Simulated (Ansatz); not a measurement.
Species: C4H9F3Si (charge 0, singlet). 
Structure (B3LYP-D3(BJ)/def2-TZVP (Ansatz, an electronic-structure program) minimum search):
```
C
C 1 1.5393
H 2 1.0915 1 111.80
H 2 1.0915 3 108.14 1 -123.51
H 2 1.0937 3 107.72 4 -116.16
C 1 1.5393 2 109.80 3 58.89
H 6 1.0915 1 111.80 2 -58.89
H 6 1.0915 7 108.14 1 123.51
H 6 1.0937 7 107.72 8 116.16
C 1 1.5393 2 109.80 3 179.70
H 10 1.0915 1 111.80 2 58.89
H 10 1.0915 11 108.14 1 -123.51
H 10 1.0937 11 107.72 12 -116.16
Si 1 1.8546 2 109.14 3 -60.71
F 14 1.5875 1 111.98 2 60.00
F 14 1.5875 15 106.85 1 122.96
F 14 1.5875 15 106.85 16 114.09
```

Quantity: vertical ionisation energy (to the doublet state of charge +1; each state is the SCF solution reached for its spin; the molecule has degenerate orbitals, so one determinant may break the symmetry), in eV. Correlated levels leave the core frozen unless marked. Open shells are spin-unrestricted. No spin-orbit coupling. No relativistic terms. 

```json
[
 {"level": "HF/aug-cc-pV(D+d)Z", "program": "Ansatz", "vertical ionisation energy (eV)": "10.58"},
 {"level": "SVWN5/def2-TZVPD", "program": "Ansatz", "vertical ionisation energy (eV)": "10.51"},
 {"level": "PBE/def2-TZVPD", "program": "Ansatz", "vertical ionisation energy (eV)": "10.36"},
 {"level": "r2SCAN/def2-TZVPD", "program": "Ansatz", "vertical ionisation energy (eV)": "10.49"},
 {"level": "B3LYP/def2-TZVPD", "program": "Ansatz", "vertical ionisation energy (eV)": "10.77"},
 {"level": "PBE0/def2-TZVPD", "program": "Ansatz", "vertical ionisation energy (eV)": "10.73"},
 {"level": "CAM-B3LYP/def2-TZVPD", "program": "Ansatz", "vertical ionisation energy (eV)": "10.96"},
 {"level": "wB97X-V/def2-TZVPD", "program": "Ansatz", "vertical ionisation energy (eV)": "10.95"},
 {"level": "B2PLYP/def2-TZVPD", "program": "Ansatz", "vertical ionisation energy (eV)": "10.87"},
 {"level": "MP2/aug-cc-pV(D+d)Z", "program": "Ansatz", "vertical ionisation energy (eV)": "11.11"},
 {"level": "RI-MP2/aug-cc-pV(T+d)Z", "program": "Ansatz", "vertical ionisation energy (eV)": "11.17"},
 {"level": "SCS-MP2/aug-cc-pV(D+d)Z", "program": "Ansatz", "vertical ionisation energy (eV)": "11.13"},
 {"level": "CCSD/aug-cc-pV(D+d)Z", "program": "Ansatz", "vertical ionisation energy (eV)": "11.10"},
 {"level": "CCSD(T)/aug-cc-pV(D+d)Z", "program": "Ansatz", "vertical ionisation energy (eV)": "11.06"}
]
```
